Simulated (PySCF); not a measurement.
The potential of point charges around `O=C([SiH]1SCCS1)C(F)(F)F`

Species: `O=C([SiH]1SCCS1)C(F)(F)F`. Coordinates (GFN2-xTB, Å) and charges (e) from the PBE0/pcSseg-1 density (PySCF):

```tsv
atom	x	y	z	Mulliken	IAO	Hirshfeld	ESP-fitted
O1	2.968	-0.956	-0.967	-0.2853	-0.3158	-0.1749	-0.3703
C2	2.097	-0.527	-0.266	-0.0840	+0.0811	+0.0529	+0.3691
Si3	0.250	-0.895	-0.617	+0.7070	+0.6847	+0.2874	+0.4203
S4	-0.837	-1.361	1.158	-0.2333	-0.1647	-0.0790	-0.2591
C5	-2.293	-0.357	0.685	-0.3258	-0.3286	-0.0652	-0.1886
C6	-1.866	0.994	0.168	-0.3167	-0.3285	-0.0675	-0.3040
S7	-0.813	0.822	-1.322	-0.2363	-0.1616	-0.0790	-0.2300
C8	2.442	0.361	0.953	+0.8395	+0.7668	+0.2441	+0.4329
F9	3.561	1.065	0.808	-0.2457	-0.2572	-0.0830	-0.1592
F10	1.448	1.232	1.197	-0.2670	-0.2796	-0.0801	-0.1985
F11	2.571	-0.395	2.052	-0.2598	-0.2684	-0.0887	-0.1586
H12	0.239	-1.940	-1.624	-0.0098	-0.1052	-0.0660	-0.0665
H13	-2.855	-0.912	-0.065	+0.1798	+0.1612	+0.0442	+0.1372
H14	-2.895	-0.252	1.587	+0.1770	+0.1750	+0.0583	+0.1904
H15	-2.729	1.584	-0.139	+0.1748	+0.1738	+0.0574	+0.2109
H16	-1.295	1.544	0.915	+0.1859	+0.1670	+0.0394	+0.1741
```

Points outside the species (Å): A (-2.7, -3.1, 3.1); B (-5.0, 2.7, 2.7); C (1.9, -4.7, -3.2).

Q: Find the potential V = 14.3996 V·Å × Σ q/r of each set of charges at these points.

A: In volts:

| point | nearest atom | distance (Å) | Mulliken | IAO | Hirshfeld | ESP-fitted |
| --- | --- | --- | --- | --- | --- | --- |
| A | S4 | 3.20 | -0.031 | +0.052 | +0.079 | -0.016 |
| B | H14 | 3.79 | +0.204 | +0.204 | +0.162 | +0.367 |
| C | H12 | 3.59 | +0.167 | +0.084 | -0.059 | -0.044 |

Q: How far are the other sets from the ESP-fitted one at these points?

A: Root-mean-square difference: IAO 0.126 V, Hirshfeld 0.131 V, Mulliken 0.154 V. The ESP scheme is a least-squares fit of atom-centred charges to the potential on four shells outside the van der Waals surface, with the total charge fixed.

Q: What energy would a point charge of -1 e have at B in the field of the ESP charges, leaving out polarisation?

A: -0.367 eV = -35.4 kJ/mol, an attraction.

One conformer (not necessarily the lowest) at the GFN2-xTB geometry, without solvent, vibrations or thermal averaging.
